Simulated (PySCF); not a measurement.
## Basis-set dependence of population analyses: `N#CCCB(O)O`

C₃H₆BNO₂.
Geometry (PBE0-D3(BJ)/def2-SVP, Å), atoms numbered from 1 in this order:
```
atom  x, y, z in Å
N1    -3.420    0.857    0.666
C2    -2.451    0.289    0.386
C3    -1.215   -0.398    0.028
C4    -0.026    0.549   -0.139
B5     1.326   -0.189   -0.500
O6     1.319   -1.542   -0.619
O7     2.504    0.469   -0.698
H8    -1.000   -1.156    0.799
H9    -1.391   -0.963   -0.901
H10   -0.250    1.296   -0.922
H11    0.118    1.137    0.785
H12    2.192   -1.886   -0.840
H13    2.440    1.422   -0.599
```

PBE0 throughout (PySCF), one geometry, spherical d and f functions. Isolated species at its PBE0-D3(BJ)/def2-SVP geometry (one conformer only). Atoms taken as equivalent share a column and are averaged. The first 7 of 9 kinds of atom are listed.

Mulliken charges (e):

```
        basis  functions      N1      C2      C3      C4      B5   O6/O7   H8/H9
       STO-3G         41  -0.208  +0.069  -0.152  -0.246  +0.354  -0.327  +0.113
        6-31G         75  -0.306  +0.144  -0.370  -0.553  +0.688  -0.630  +0.235
     pcSseg-0         75  -0.394  +0.100  -0.364  -0.884  +0.933  -0.648  +0.295
       6-31G*        110  -0.370  +0.249  -0.416  -0.540  +0.558  -0.602  +0.234
      cc-pVDZ        128  -0.144  -0.076  -0.042  -0.155  +0.025  -0.117  +0.093
     def2-SVP        128  -0.029  -0.221  +0.018  -0.183  +0.014  -0.155  +0.086
  aug-cc-pVDZ        215  -0.336  -0.050  +0.632  +0.603  +0.655  -0.548  -0.196
6-311+G(2d,p)        225  -0.304  -0.091  -0.053  -0.717  +1.197  -0.696  +0.189
    def2-TZVP        253  -0.018  -0.230  -0.089  -0.380  +0.303  -0.420  +0.156
      cc-pVTZ        294  -0.077  -0.105  -0.141  -0.239  +0.151  -0.252  +0.136
     IGLO-III        305  -0.311  +0.102  -0.150  -0.507  +0.779  -0.554  +0.162
```

IAO charges (e):

| basis | functions | N1 | C2 | C3 | C4 | B5 | O6/O7 | H8/H9 |
| --- | --- | --- | --- | --- | --- | --- | --- | --- |
| STO-3G | 41 | -0.174 | +0.077 | -0.276 | -0.386 | +0.359 | -0.373 | +0.162 |
| 6-31G | 75 | -0.249 | +0.126 | -0.284 | -0.430 | +0.484 | -0.536 | +0.186 |
| pcSseg-0 | 75 | -0.248 | +0.127 | -0.286 | -0.431 | +0.459 | -0.513 | +0.185 |
| 6-31G* | 110 | -0.257 | +0.136 | -0.278 | -0.425 | +0.525 | -0.547 | +0.178 |
| cc-pVDZ | 128 | -0.249 | +0.130 | -0.279 | -0.424 | +0.508 | -0.543 | +0.177 |
| def2-SVP | 128 | -0.247 | +0.130 | -0.275 | -0.420 | +0.503 | -0.538 | +0.175 |
| aug-cc-pVDZ | 215 | -0.264 | +0.141 | -0.285 | -0.433 | +0.522 | -0.563 | +0.183 |
| 6-311+G(2d,p) | 225 | -0.266 | +0.143 | -0.288 | -0.436 | +0.528 | -0.566 | +0.184 |
| def2-TZVP | 253 | -0.264 | +0.142 | -0.287 | -0.437 | +0.533 | -0.565 | +0.183 |
| cc-pVTZ | 294 | -0.262 | +0.140 | -0.287 | -0.438 | +0.531 | -0.564 | +0.183 |
| IGLO-III | 305 | -0.266 | +0.143 | -0.288 | -0.438 | +0.532 | -0.568 | +0.184 |

Some averages cover members that differ in this geometry, most widely: O6/O7, Mulliken in aug-cc-pVDZ -0.651 to -0.445 e.

**Question.** Which scheme is steadiest as the basis changes?

**Answer.** Largest range over the bases for any column: IAO 0.19 e, Mulliken 1.49 e. IAO charges move least and Mulliken charges most, counted in e. Without the minimal STO-3G basis the ranges are IAO 0.07, Mulliken 1.49 e.

**Question.** How much do the charges still move between the two largest bases, cc-pVTZ and IGLO-III?

**Answer.** At most, over all atoms: Mulliken 0.629 e, IAO 0.004 e.

**Question.** What do the same runs give for the total energy, the frontier levels and the dipole moment?

**Answer.** 
| basis | energy (Eh) | HOMO (eV) | LUMO (eV) | μ (D) |
| --- | --- | --- | --- | --- |
| STO-3G | -343.1669 | -5.70 | 4.55 | 4.24 |
| 6-31G | -347.5663 | -9.01 | 1.03 | 4.54 |
| pcSseg-0 | -346.8795 | -9.27 | 0.91 | 4.80 |
| 6-31G* | -347.6679 | -8.79 | 1.18 | 4.65 |
| cc-pVDZ | -347.7082 | -8.85 | 0.99 | 4.57 |
| def2-SVP | -347.4297 | -8.97 | 0.88 | 4.60 |
| aug-cc-pVDZ | -347.7359 | -9.10 | -0.59 | 4.61 |
| 6-311+G(2d,p) | -347.7968 | -9.13 | -0.49 | 4.63 |
| def2-TZVP | -347.8243 | -9.08 | 0.17 | 4.63 |
| cc-pVTZ | -347.8143 | -9.03 | 0.43 | 4.61 |
| IGLO-III | -347.8341 | -9.12 | -0.11 | 4.63 |

The dipole is fixed by the density alone, so its range of 0.56 D shows that the density itself changes with the basis, not only its division among atoms.
